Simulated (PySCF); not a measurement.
Peak assignment

Mapped SMILES: `[CH3:1][c:2]1[cH:3][c:4]([C:5]#[N:6])[cH:7][cH:8][c:9]1[F:10]`. Each H is labelled by its parent atom.

- GIAO PBE0/pcSseg-1 shieldings
- GFN2-xTB geometry
- program: PySCF 2.14
- single conformer, averaged over atoms made equivalent by symmetry, fast rotation or ring inversion, in vacuum, relativity neglected

δ = σ(ref) − σ, references computed at the same level: $^{13}$C (186.93 ppm) and $^{1}$H (31.72 ppm) vs TMS.

Task: Assign these signals to the numbered atoms. $^{13}$C{$^{1}$H} NMR (computed): δ 173.5 (C), 142.9 (CH), 139.4 (CH), 133.2 (C), 124.0 (C), 122.0 (CH), 113.2 (C), 17.3 (CH3).

Result: 
173.5 → C9, aromatic carbon bearing fluorine: σ withdrawal by the attached heteroatom moves it downfield of the ring CH carbons
142.9 → C3, aromatic CH
139.4 → C7, aromatic CH: the aromatic region
133.2 → C2, substituted aromatic carbon
124.0 → C5, nitrile carbon: C≡N carbons fall here, among the sp2 signals but without a proton
122.0 → C8, aromatic CH
113.2 → C4, substituted aromatic carbon
17.3 → C1, methyl carbon on an aromatic ring: aliphatic region, no heteroatom directly attached

C5 and C8 lie closer than the usual error of such a calculation, so a measured spectrum could show them in the other order.

Task: Assign these signals to the numbered atoms. $^{1}$H NMR (400 MHz, computed): δ 7.85 (m, 1H), 7.82 (m, 1H), 7.39 (m, 1H), 2.51 (s, 3H).

Result: 
| δ (ppm) | atoms | environment | reason |
| --- | --- | --- | --- |
| 7.85 | H(C3) | hydrogen on an aromatic CH | it sits in the deshielding region of the aromatic ring current |
| 7.82 | H(C7) | hydrogen on an aromatic CH | – |
| 7.39 | H(C8) | hydrogen on an aromatic CH | – |
| 2.51 | H(C1) | hydrogen on a methyl carbon on an aromatic ring | benzylic-type position, deshielded by the ring |

H(C3) and H(C7) lie closer than the usual error of such a calculation, so a measured spectrum could show them in the other order.

Splittings by $^{19}$F in the carbon and heteronuclear signals aren't shown, as no couplings were computed. Shifts are as computed. Against solution values, carbons near 30 ppm lie about +3 ppm off and those near 130 ppm about +5 ppm (rms about the fit 2.1 ppm; single classes can miss by 10 ppm). Of 1328 compounds with measured shifts, 309 miss one by over three times the rms of a fit or turn the order of signals round; such compounds aren't used in these exercises. Signals without a measured value on file couldn't be tested in this way; 1H shifts scatter by 0.2 ppm about their fit, and single ones miss by 0.5 ppm. Multiplicities follow the n + 1 count of equivalent neighbours, as no J values were calculated; m marks all less simple cases, F and P coupling included.
